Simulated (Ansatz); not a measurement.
The cluster H₅Au₄⁻. Charge -1, multiplicity 1. Geometry r2SCAN-D4/def2-SVPD; atoms count from 1.

```xyz
9

Au    1.122   -1.664   -3.589
Au   -0.209    0.844    1.101
Au   -1.047    1.508    3.669
Au    0.228   -0.681   -1.147
H     1.083   -1.975   -1.827
H     1.333   -1.695   -5.181
H    -0.807    0.542   -0.493
H     0.379    1.382    2.594
H    -2.083    1.739    4.872
```

In the def2 sets Au takes a core potential; there is no spin–orbit coupling. The structure comes from a short search, and lower isomers may exist.

(1) Estimate the Mulliken populations from the PBE0/def2-TZVPD orbitals of Ansatz.

(2) And the Mayer bond orders between heavy atoms (over 0.3)?

## Answers

(1) 
```json
{"atom": "Au1", "charge (e)": "-0.42", "d electrons": "9.67"}
{"atom": "Au2", "charge (e)": "-0.13", "d electrons": "9.69"}
{"atom": "Au3", "charge (e)": "-0.43", "d electrons": "9.67"}
{"atom": "Au4", "charge (e)": "-0.15", "d electrons": "9.69"}
{"atom": "H5", "charge (e)": "0.06", "d electrons": "–"}
{"atom": "H6", "charge (e)": "-0.04", "d electrons": "–"}
{"atom": "H7", "charge (e)": "0.07", "d electrons": "–"}
{"atom": "H8", "charge (e)": "0.06", "d electrons": "–"}
{"atom": "H9", "charge (e)": "-0.04", "d electrons": "–"}
```
Mulliken values depend strongly on the basis. With diffuse functions, as here, like atoms can get unlike values, and bond orders can come out too low or too high.

(2) Au1–Au4 0.40 (2.78 Å); Au2–Au3 0.39 (2.78 Å).
